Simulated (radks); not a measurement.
Results of a calculation; reference values are marked as such.
Question: Radial electron density D(r) = 4 pi r^2 rho(r) of an atom or ion with 50 electrons. Level of theory: scalar-relativistic Kohn-Sham, r2SCAN, spin-polarised, spherical densities, finite nucleus; meta-GGA in the generalised Kohn-Sham scheme; Fermi nuclear charge, rms radius of each element as measured or else 0.836 A^(1/3) + 0.57 fm (a radial shooting solver on a logarithmic mesh with Libxc functionals).

```
   r/bohr * D(r) (the largest magnitude, 82.9, reaches the edge; | marks zero)
 0.004164 |          *
 0.005554 |                *
 0.007408 |                       *
  0.00988 |                               *
  0.01318 |                                      *
  0.01758 |                                          *
  0.02344 |                                          *
  0.03127 |                                       *
   0.0417 |                                     *
  0.05562 |                                           *
  0.07418 |                                                     *
  0.09894 |                                                      *
    0.132 |                                           *
    0.176 |                                      *
   0.2348 |                                             *
   0.3131 |                                        *
   0.4176 |                     *
    0.557 |             *
   0.7429 |                *
   0.9908 |            *
    1.322 |     *
    1.763 |  *
    2.351 |*
    3.135 |*
    4.182 *
    5.578 *
    7.439 *
```

What is the nuclear charge?

Answer: Z = 51. The innermost maximum, from 1s, lies near gamma/Z bohr with gamma = sqrt(1 - (Z/c)^2) = 0.928, here 0.0182 bohr (found: 0.0200), and its height grows with Z. The density is that of the antimony ion Sb+ in [Kr] 4d10 5s2 5p2; the configuration itself is not fixed sharply by these data, and Z only to a few units. D(r) has 4 maxima, at r = 0.0200, 0.0878, 0.256, 0.749 bohr, and minima at 0.0388, 0.168, 0.548 bohr, inside which lie 1.98, 11.15, 28.96 electrons.
